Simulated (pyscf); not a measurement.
**H₂N–Zr(NH₂)(NH₂)–OH (SMILES [NH2][Zr]([NH2])([NH2])[OH]), singlet**

Gas-phase minimum from PySCF at ωB97X-D3(BJ)/def2-SVP, one conformer. 

SMILES: [NH2][Zr]([NH2])([NH2])[OH]
```xyz
12

N     -2.4843     0.5354     0.3844
Zr    -0.6718    -0.3543     0.7276
N     -0.7494    -1.1938     2.5941
N      0.7314     1.1362     0.7891
O     -0.2541    -1.6731    -0.6297
H     -3.2110     0.6956     1.0789
H     -2.8619     0.7844    -0.5285
H     -1.1204    -2.1162     2.8166
H     -0.3204    -0.8161     3.4363
H      0.5381     2.1345     0.8350
H      1.7347     1.0160     0.6597
H     -0.0463    -2.3191    -1.3021
```
Charge 0, spin multiplicity 1.

Bond lengths (Å): N1–Zr2 2.048, N1–H6 1.018, N1–H7 1.019, Zr2–N3 2.048, Zr2–N4 2.048, Zr2–O5 1.938, N3–H8 1.019, N3–H9 1.018, N4–H10 1.018, N4–H11 1.019, O5–H12 0.955. Bond angles (°): Zr2–N1–H6 125.9, Zr2–N1–H7 125.8, H6–N1–H7 108.0, N1–Zr2–N3 107.3, N1–Zr2–N4 107.2, N1–Zr2–O5 111.7, N3–Zr2–N4 107.3, N3–Zr2–O5 111.6, N4–Zr2–O5 111.6, Zr2–N3–H8 125.7, Zr2–N3–H9 125.9, H8–N3–H9 108.0, Zr2–N4–H10 125.8, Zr2–N4–H11 125.8 (the first ones only).

Properties at ωB97X-D3(BJ)/def2-SVP:

* **Harmonic wavenumbers, unscaled**: 100, 101, 157, 161, 161, 201, 202, 323, 323, 346, 441, 466, 466, 486, 493, 493, 645, 645, 648, 718, 1516, 1516, 1518, 3576, 3577, 3578, 3664, 3665, 3665, 4046 cm⁻¹
* **Zero-point energy**: 54.2 kcal/mol
* **Rotational symmetry number**: 3
* **Entropy of this conformer at 298 K and 1 atm, rigid rotor and harmonic oscillator, modes under 100 cm⁻¹ raised to 100**: 395.6 J/(mol K)
* **Dipole moment**: 0.54 D

Single-point totals, which compare only within one level:

```json
[
 {"level": "ωB97X-D3(BJ)/def2-TZVP", "total energy (hartree)": "-291.13976"},
 {"level": "PBE/def2-TZVP", "total energy (hartree)": "-290.77337"},
 {"level": "r²SCAN/def2-TZVP", "total energy (hartree)": "-290.93657"},
 {"level": "B3LYP-D3(BJ)/def2-TZVP", "total energy (hartree)": "-291.08175"},
 {"level": "PBE0-D3(BJ)/def2-TZVP", "total energy (hartree)": "-290.75792"},
 {"level": "M06-2X/def2-TZVP", "total energy (hartree)": "-290.83970"},
 {"level": "ωB97M-D3(BJ)/def2-TZVP", "total energy (hartree)": "-291.05743"}
]
```

Soft torsions are taken as harmonic, which can shift the entropy by several J/(mol K). Elements past Kr carry the def2 core potentials, without spin-orbit coupling.
